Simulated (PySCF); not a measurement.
## Exercise with solution: entropy of an ideal gas

BHN, SMILES B=[N] (connectivity only; charge and spin as stated), charge -1, multiplicity 1.

Geometry optimised at B3LYP-D3(BJ)/def2-TZVPD. The spin state was assumed, not searched. The isomer is the one that the SMILES or the coordinates give; other isomers of the formula were not compared.

PySCF with B3LYP-D3(BJ)/def2-TZVPD gives the harmonic wavenumbers 664, 664, 1749, 2730 cm⁻¹ and the rotational temperature 1.8383 K. The molar mass is 25.82 g/mol, the symmetry number 1, the spin multiplicity 1.

### Question
Work out the entropy at 298.15 K and 1 atm in the rigid-rotor, harmonic-oscillator model.

### Answer

Translation (Sackur–Tetrode at 1 atm): S = R[1.5 ln M + 2.5 ln T − 1.16487] = 149.3 J/(mol K).
Rotation: q = T/(σ θ) = 162, S = R[ln q + 1] = 50.6 J/(mol K).
Vibration: with u = 1.4388 ν/T, each mode gives R[u/(e^u − 1) − ln(1 − e^−u)]:
```
ν (cm⁻¹)  modes     u  S (J/(mol K))
--------  -----  ----  -------------
664           2  3.20           2.94
1749          1  8.44           0.02
```
The stiffer modes add less than 0.005 each. Sum 3.0 J/(mol K).
Spin: R ln 1 = 0.0 J/(mol K).
Total 202.9 J/(mol K); the program's own thermochemistry gives 202.9. Translation makes up 74 % and vibration 1 %. Anharmonicity, hindered rotation and orbital degeneracy are left out.
